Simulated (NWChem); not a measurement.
Molecule: GeNH3O, singlet; SMILES [NH2][Ge][OH]

```xyz
6

Ge    -0.4648     0.0444     0.0000
O      0.7281     1.4125     0.0000
H      1.6561     1.1259     0.0000
N      0.7203    -1.3764     0.0000
H      1.7348    -1.3291     0.0000
H      0.3882    -2.3345     0.0000
```
Atoms are numbered in this order, from 1.

Results from NWChem. Low-valent species are run as closed-shell singlets; no triplet was tried in these runs. Geometry: optimised at B3LYP/6-31G* (spherical d). Level: PBE0/def2-SVPD; the question gives the wavelength of the field.

Problem. What does the run give for field 1065 nm? Quantities: isotropic polarisability (bohr³); anisotropy (bohr³).

Solution. 
| Property | Result |
|---|---|
| isotropic polarisability (bohr³) | 47.3 |
| anisotropy (bohr³) | 14.0 |
